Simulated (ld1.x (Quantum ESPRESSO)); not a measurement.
## Reading a pseudo-wave (Ge (Z = 32))

Columns: radius, all-electron u(r) and pseudo u(r) of the 4s shell (level -12.20 eV) of germanium in the configuration [Ar] 3d10 4s1.75 4p2.25; LDA (PZ), scalar-relativistic, PAW scheme, ld1.x (Quantum ESPRESSO) 7.5.

```json
{"r (bohr)": "0.095", "all-electron": "-0.1439", "pseudo": "-0.0511"}
{"r (bohr)": "0.190", "all-electron": "-0.1597", "pseudo": "-0.1026"}
{"r (bohr)": "0.285", "all-electron": "0.1005", "pseudo": "-0.1545"}
{"r (bohr)": "0.380", "all-electron": "0.2988", "pseudo": "-0.2070"}
{"r (bohr)": "0.475", "all-electron": "0.3533", "pseudo": "-0.2602"}
{"r (bohr)": "0.570", "all-electron": "0.2935", "pseudo": "-0.3139"}
{"r (bohr)": "0.665", "all-electron": "0.1679", "pseudo": "-0.3678"}
{"r (bohr)": "0.760", "all-electron": "0.0149", "pseudo": "-0.4214"}
{"r (bohr)": "0.855", "all-electron": "-0.1406", "pseudo": "-0.4741"}
{"r (bohr)": "0.950", "all-electron": "-0.2846", "pseudo": "-0.5252"}
{"r (bohr)": "1.045", "all-electron": "-0.4103", "pseudo": "-0.5737"}
{"r (bohr)": "1.140", "all-electron": "-0.5150", "pseudo": "-0.6186"}
{"r (bohr)": "1.235", "all-electron": "-0.5986", "pseudo": "-0.6591"}
{"r (bohr)": "1.330", "all-electron": "-0.6625", "pseudo": "-0.6940"}
{"r (bohr)": "1.425", "all-electron": "-0.7086", "pseudo": "-0.7226"}
{"r (bohr)": "1.520", "all-electron": "-0.7393", "pseudo": "-0.7440"}
{"r (bohr)": "1.615", "all-electron": "-0.7568", "pseudo": "-0.7577"}
{"r (bohr)": "1.710", "all-electron": "-0.7632", "pseudo": "-0.7633"}
{"r (bohr)": "1.805", "all-electron": "-0.7605", "pseudo": "-0.7605"}
{"r (bohr)": "1.900", "all-electron": "-0.7503", "pseudo": "-0.7503"}
{"r (bohr)": "1.995", "all-electron": "-0.7343", "pseudo": "-0.7343"}
{"r (bohr)": "2.090", "all-electron": "-0.7136", "pseudo": "-0.7136"}
{"r (bohr)": "2.185", "all-electron": "-0.6895", "pseudo": "-0.6895"}
{"r (bohr)": "2.280", "all-electron": "-0.6629", "pseudo": "-0.6629"}
{"r (bohr)": "2.375", "all-electron": "-0.6345", "pseudo": "-0.6345"}
{"r (bohr)": "2.470", "all-electron": "-0.6050", "pseudo": "-0.6050"}
```

**Question.** How many radial nodes do the two functions have?

**Answer.** The all-electron 4s function has n − l − 1 = 3 (the table is too coarse to show those close to the nucleus); the pseudo-wave has 0, since the states of the same l below it are removed with the core.

**Question.** At about which radius was the pseudo-wave matched?

**Answer.** 1.75 bohr, where the columns begin to agree (steps of 0.10 bohr).

**Question.** Is the pseudo-wave norm-conserving?

**Answer.** No, it belongs to a PAW set: the norm inside the radius is not constrained, and the difference is carried by the augmentation charge.
